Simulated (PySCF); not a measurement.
Ge(F)3(OH) (F3GeHO), SMILES [F][Ge]([F])([OH])[F]. Atoms are numbered in the order given.

```xyz
6

O      0.1849     1.7296     0.0000
Ge     0.0095     0.0090     0.0000
F     -0.8431    -0.5633    -1.3662
F      1.5607    -0.6882     0.0000
F     -0.8431    -0.5633     1.3662
H     -0.6537     2.2072     0.0000
```

Geometry: PBE0-D3(BJ)/def2-SVP. One conformer was computed; it need not be the lowest.

Two levels are set side by side: PBE/pcSseg-1 (PySCF) and B3LYP/pcSseg-1 (PySCF). GIAO shifts against CFCl3 (¹⁹F), GeH4 (⁷³Ge), H2O (¹⁷O), TMS (¹H) at the same level; non-relativistic, no solvent, atoms listed together averaged. Differences are taken from unrounded values.

| quantity | B3LYP |
|---|---|
| δ(¹⁷O) of O1 (ppm) | 47.7 |
| δ(⁷³Ge) of Ge2 (ppm) | 225.5 |
| δ(¹H) of H6 (ppm) | 2.56 |

What does PBE give, and how far is it from B3LYP? (Estimate from the structure and the level; the computed values follow.)


```csv
quantity,PBE,PBE minus B3LYP
δ(¹⁷O) of O1 (ppm),57.8,10.1
δ(⁷³Ge) of Ge2 (ppm),259.0,33.5
δ(¹H) of H6 (ppm),2.44,-0.12
```

Rough cost on one machine, each run with all the roots and properties that it gave: B3LYP against PBE within a factor of 2.
